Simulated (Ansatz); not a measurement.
Stepwise reaction of `[F][Ge]([F])([F])[SH]` with hydrogen chloride, as a gas-phase model of exchange steps in deposition or etching. ΔE in kJ/mol; ΔG adds harmonic PBE0-D4 terms to CCSD(T)/CBS, at 1 bar.

Calculated with Ansatz (gas phase, PBE0-D4/def2-TZVP geometries, no zero-point term in ΔE). CCSD(T)/CBS is the MP2 limit (def2-TZVPP, def2-QZVPP) plus CCSD(T) − MP2 in def2-TZVPP, frozen cores. This one scheme is used for every species. Functionals use def2-TZVPP. B3LYP here is the variant with VWN-RPA as its local correlation; programs differ in this. For Ge outer-core shells are correlated without core-valence functions, which leaves a few kJ/mol of doubt a bond. Scalar relativity is left out up to krypton. Each species was taken in one conformer, which may not be the lowest.

```
step                                                            reaction  PBE-D4  B3LYP-D4  ωB97M-V  CCSD(T)/CBS  ΔG(400 K)
   2    `[F][Ge]([F])([SH])[Cl]` + HCl → `[F][Ge]([SH])([Cl])[Cl]` + H–F   -11.9      -8.2     -7.0        -11.8       -5.0
   3  `[F][Ge]([SH])([Cl])[Cl]` + HCl → `[SH][Ge]([Cl])([Cl])[Cl]` + H–F   -10.6      -7.4     -5.8        -11.3       -5.1
```

Question: Give the row of step 1, `[F][Ge]([F])([F])[SH]` + HCl → `[F][Ge]([F])([SH])[Cl]` + H–F. (Best estimate.)

Answer: Ansatz gave: 
```csv
step,reaction,PBE-D4,B3LYP-D4,ωB97M-V,CCSD(T)/CBS,ΔG(400 K)
1,`[F][Ge]([F])([F])[SH]` + HCl → `[F][Ge]([F])([SH])[Cl]` + H–F,-11.7,-7.6,-6.4,-10.3,-4.1
```

Question: By hand: ΔE of the 3 steps together at CCSD(T)/CBS.

Answer: (-10.3) + (-11.8) + (-11.3) = -33.4 kJ/mol, or -11.1 kJ/mol a step.

In ΔE the steps differ by no more than 1.5 kJ/mol. All are downhill at CCSD(T)/CBS. ΔG lies between -5.1 and -4.1 kJ/mol a step. PBE-D4 differs from CCSD(T)/CBS by -1.4 to 0.7 kJ/mol a step. Isolated molecules leave out the surface, adducts and barriers. Largest T1 diagnostic: 0.012.
